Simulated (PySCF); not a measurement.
A survey of 29Si NMR shifts

Level of theory: PBE0/pcSseg-1 with gauge-including orbitals, geometry: GFN2-xTB, in PySCF (non-relativistic, no solvent model, rapidly exchanging positions averaged, one computed conformer).

Shieldings were converted by a linear fit to measured shifts: 29Si: δ = 279.94 − 0.822σ (rms 8.9 ppm, 72 shifts, 25.8 ppm with the 6 outliers that the fit left out vs TMS, solution or neat liquid). Occasional misses reach two or three times the rms, and more in compound classes unlike the fitted ones.

**Question.** Give the 29Si shifts of `C=CC[C@H](C)/C([SiH3])=C\[SiH3]`, `[SiH3]P`, `N#CC[Si@@]1(F)C[C@H](F)C[SiH2]1`, `C#CC(=O)[C@H]([SiH3])CF`.

**Answer.** 
```csv
compound,environment,δ (ppm)
[CH2:1]=[CH:2][CH2:3][C@H:4]([CH3:5])/[C:6]([SiH3:7])=[CH:8]\[SiH3:9],"Si7: silicon bonded to C, 3 H",-69.3
[CH2:1]=[CH:2][CH2:3][C@H:4]([CH3:5])/[C:6]([SiH3:7])=[CH:8]\[SiH3:9],"Si9: silicon bonded to C, 3 H",-82.6
[SiH3]P,"silicon bonded to P, 3 H",-77.7
[N:1]#[C:2][CH2:3][Si@@:4]1([F:5])[CH2:6][C@H:7]([F:8])[CH2:9][SiH2:10]1,"Si4: silicon bonded to 2 C, F, Si, in a 5-membered ring",38.7
[N:1]#[C:2][CH2:3][Si@@:4]1([F:5])[CH2:6][C@H:7]([F:8])[CH2:9][SiH2:10]1,"Si10: silicon bonded to C, Si, 2 H, in a 5-membered ring",-74.9
C#CC(=O)[C@H]([SiH3])CF,"silicon bonded to C, 3 H",-57.6
```

**Question.** Order these by 29Si shift, lowest first.
A. CC1=C[SiH2]c2ccccc21
B. [SiH3]P
C. C#C[C@@](C)([SiH2]C)C(=O)O
D. N#C[Si@H]1C=C(OC=O)C1

**Answer.** B (-77.7 ppm, silicon bonded to P, 3 H), D (-65.3 ppm, silicon bonded to 3 C, H, in a 4-membered ring), A (-47.2 ppm, silicon bonded to 2 C, 2 H, in a 5-membered ring), C (-21.1 ppm, silicon bonded to 2 C, 2 H).
